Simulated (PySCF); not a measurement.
C3H7O2, multiplicity 2. Atoms are numbered in the order given.

```xyz
12

C      1.9986     0.3899     0.0274
O      1.1351    -0.6196    -0.4269
C     -0.1796    -0.2002    -0.6789
C     -1.0151    -0.0646     0.6133
O     -2.2888     0.3337     0.4064
H      2.0643     1.2287    -0.6940
H      1.6921     0.8095     1.0068
H      2.9976    -0.0537     0.1451
H     -0.6452    -0.9706    -1.3132
H     -0.2136     0.7601    -1.2307
H     -0.9255    -0.9837     1.2377
H     -0.5636     0.7467     1.2413
```
Charge 0, spin multiplicity 2.

Coordinates come from a B3LYP-D3(BJ)/def2-SVP optimisation. The isomer is the one that the SMILES or the coordinates give; other isomers of the formula were not compared. The values are those of a single conformer.

Level of theory: PBE/def2-TZVP (PySCF).

ESP charges are fitted to the potential on shells at 1.4 to 2.0 van der Waals radii. Atomic charges (e):

| atom | Löwdin | ESP fit | meta-Löwdin | Mulliken spin |
|---|---|---|---|---|
| C1 | -0.37 | -0.19 | -0.14 | 0.00 |
| O2 | 0.19 | -0.27 | -0.33 | 0.06 |
| C3 | -0.34 | -0.03 | -0.02 | 0.04 |
| C4 | -0.43 | ___ | 0.00 | -0.02 |
| O5 | 0.07 | ___ | -0.33 | 0.76 |
| H6 | 0.11 | ___ | 0.10 | 0.00 |
| H7 | 0.10 | ___ | 0.10 | 0.00 |
| H8 | 0.12 | ___ | 0.14 | 0.00 |
| H9 | 0.14 | ___ | 0.13 | 0.01 |
| H10 | 0.12 | ___ | 0.10 | 0.00 |
| H11 | 0.12 | 0.00 | 0.09 | 0.01 |
| H12 | 0.16 | 0.10 | 0.15 | 0.13 |

Problem. Fill in the missing entries. (An estimate is asked for; the answer gives what the named calculation found.)

Solution. 
- C4, ESP fit: 0.26
- O5, ESP fit: -0.39
- H6, ESP fit: 0.11
- H7, ESP fit: 0.07
- H8, ESP fit: 0.14
- H9, ESP fit: 0.13
- H10, ESP fit: 0.06

Computed Mayer and Wiberg (Löwdin basis) orders of the bonds:
| bond | Mayer | Wiberg |
|---|---|---|
| C1–O2 | 1.01 | 1.53 |
| O2–C3 | 1.02 | 1.51 |
| C3–C4 | 0.91 | 1.20 |
| C4–O5 | 1.36 | 2.00 |
| C1–H6 | 0.96 | 0.93 |
| C1–H7 | 0.95 | 0.92 |
| C1–H8 | 0.96 | 0.93 |
| C3–H9 | 0.94 | 0.86 |
| C3–H10 | 0.94 | 0.86 |
| C4–H11 | 0.93 | 0.87 |
| C4–H12 | 0.87 | 0.79 |
